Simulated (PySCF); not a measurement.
A side-by-side comparison of computed properties.

First species: C5H14O2Si.
SMILES: `CCC[Si](O)(O)CC`

Second species: C2H11NO3Si3.
Structure used (GFN2-xTB), in Å, numbered top down from 1:
```xyz
20
C2H11NO3Si3 angstrom
C     -2.6186    0.5092    0.0684
C     -2.1343   -0.3280   -1.1146
Si    -0.3042   -0.8080   -0.9938
O     -0.0808   -1.6655    0.3735
Si     0.9011   -1.4094    1.6406
O      1.6877   -0.0058    1.4435
Si     1.6102    1.0654    0.2241
N      3.1700    1.1185   -0.4869
O      0.5901    0.5483   -0.9296
H     -2.0472    1.4324    0.1372
H     -2.4900   -0.0424    0.9972
H     -3.6730    0.7616   -0.0399
H     -2.7366   -1.2334   -1.1850
H     -2.2986    0.2248   -2.0394
H      0.2405   -1.6145   -2.0794
H      1.8985   -2.4676    1.6367
H      0.0429   -1.2479    2.8055
H      1.0062    2.2677    0.7855
H      3.9576    1.2968    0.1127
H      3.2734    1.6088   -1.3591
```

Levels: PBE0/pcSseg-1 for HOMO energy, LUMO energy and HOMO–LUMO gap. Geometries: GFN2-xTB. Each structure is a single optimised conformer of the isolated species, non-relativistic unless stated; the electronic structure was computed with PySCF and density fitting.

Values for the first species:

| Quantity | Value |
| --- | --- |
| HOMO energy | -7.41 eV |
| LUMO energy | 0.93 eV |
| HOMO–LUMO gap | 8.34 eV |

(1) Estimate the same properties for the second species, and the change in each.

## Answers

(1) 
```tsv
property	first	second	second less first
HOMO energy	-7.41 eV	-7.78 eV	-0.37 eV
LUMO energy	0.93 eV	0.92 eV	-0.01 eV
HOMO–LUMO gap	8.34 eV	8.70 eV	+0.36 eV
```

